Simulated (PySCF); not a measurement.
# Radial density of Er (erbium, neutral)

revPBE, [Xe] 4f11 5d1 6s2, one real determinant (an excited configuration). Calculation: PySCF 2.14, in cc-pVDZ-X2C (8s7p5d3f1g, 84 functions); scalar relativity by spin-free X2C-1e.

```tsv
r (bohr)	4πr²ρ (e/bohr)	4πr²(ρα − ρβ)
0.0179	88.48	0.0012
0.0302	81.88	0.0032
0.0508	115.3	0.0087
0.0854	106.8	0.0320
0.144	101.5	0.2339
0.242	80.01	1.3622
0.406	55.59	3.8026
0.684	38.00	3.4486
1.15	13.40	1.3331
1.93	3.818	0.5019
3.25	0.9919	0.2332
5.47	0.2832	0.0371
9.20	0.003728	-0.0008
```

Densities and radii are taken from the X2C orbitals without a picture-change correction, which distorts them close to the nucleus.

⟨L²⟩ = 40.10 against 72 for a pure L term, so this real determinant mixes terms. Spin-orbit coupling, absent here, splits the open shell strongly.
